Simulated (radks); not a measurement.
Ge+, configuration [Ar] 3d10 4s2 4p1.

All-electron calculation, scalar-relativistic Kohn-Sham, PBEsol, spin-polarised, spherical densities, finite nucleus; open shells are filled with parallel spins first; Fermi nuclear charge, rms radius 4.0742 fm. Program: a radial shooting solver on a logarithmic mesh with Libxc functionals.

Energy parts (eV):
total: -57062.736
kinetic: 58090.535
electron-nucleus: -137301.415
Hartree: 24263.081
exchange-correlation: -2114.937

Orbitals (lengths in bohr, moments of r in powers of bohr; <r^-3> diverges for s and p1/2):
\begin{tabular}{lrrrrrr}
orbital & occ. & eigenvalue (eV) & <r> & <1/r> & <r^2> & <r^-3> \\ \hline
1s up & 1 & -10960.97 & 0.04703 & 32.36 & 0.002976 & - \\
1s down & 1 & -10960.93 & 0.04703 & 32.36 & 0.002976 & - \\
2s up & 1 & -1379.632 & 0.2102 & 7.101 & 0.05211 & - \\
2s down & 1 & -1379.620 & 0.2102 & 7.101 & 0.05210 & - \\
2p up & 3 & -1207.107 & 0.1838 & 6.965 & 0.04139 & 993.6 \\
2p down & 3 & -1207.079 & 0.1838 & 6.964 & 0.04140 & 993.5 \\
3s up & 1 & -177.1293 & 0.6248 & 2.282 & 0.4504 & - \\
3s down & 1 & -177.0911 & 0.6247 & 2.282 & 0.4502 & - \\
3p up & 3 & -124.4464 & 0.6475 & 2.129 & 0.4938 & 134.6 \\
3p down & 3 & -124.3992 & 0.6473 & 2.130 & 0.4933 & 134.6 \\
3d up & 5 & -38.3398 & 0.7367 & 1.780 & 0.6966 & 14.16 \\
3d down & 5 & -38.2384 & 0.7335 & 1.784 & 0.6889 & 14.22 \\
4s up & 1 & -20.3093 & 2.031 & 0.6433 & 4.721 & - \\
4s down & 1 & -19.3315 & 2.021 & 0.6488 & 4.687 & - \\
4p up & 1 & -11.6934 & 2.530 & 0.5094 & 7.408 & 7.823 \\
4p down & 0 & -10.6533 & 2.548 & 0.5085 & 7.554 & 7.881 \\
\end{tabular}

The highest occupied level is 4p up at -11.693 eV. The spin density at the nucleus is -0.5520 e/bohr^3 (1s -0.0633, 2s 0.0298, 3s -0.0032, 4s -0.5153). Summed over all electrons, <r^2> = 27.96 bohr^2, which gives a Langevin (diamagnetic) susceptibility term of -22.1 x 10^-6 cm^3/mol. The electron density at the nucleus is 3.203e+04 e/bohr^3 (large components only). Spin moment in Bohr magnetons: 1. The density falls to 0.001 e/bohr^3 at r = 3.92 bohr.
